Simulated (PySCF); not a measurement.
C₄H₄, SMILES C12C3C1C23. The structure is a stationary point at PBE-D3(BJ)/def2-SVP.

Method: PySCF with PBE-D3(BJ)/def2-SVP.

Harmonic wavenumbers (cm⁻¹): 563, 563, 753, 753, 753, 852, 852, 871, 871, 871, 1151, 1151, 1151, 1462, 3277, 3277, 3277, 3315. Rotational constants (GHz): 13.59, 13.59, 13.59; symmetry number 12.

### Question
Work out the zero-point energy and the ideal-gas rigid-rotor harmonic-oscillator thermochemistry at 298.15 K and 1 atm.

### Answer
ZPE = ½ Σ hcν = ½ × 25764 cm⁻¹ = 154.10 kJ/mol. H − E(el) = 166.70 kJ/mol. Entropy in J/(mol K): translation 158.04, rotation 72.96, vibration 11.54, total 242.54. G − E(el) = 94.38 kJ/mol. Cp = 66.65 J/(mol K).
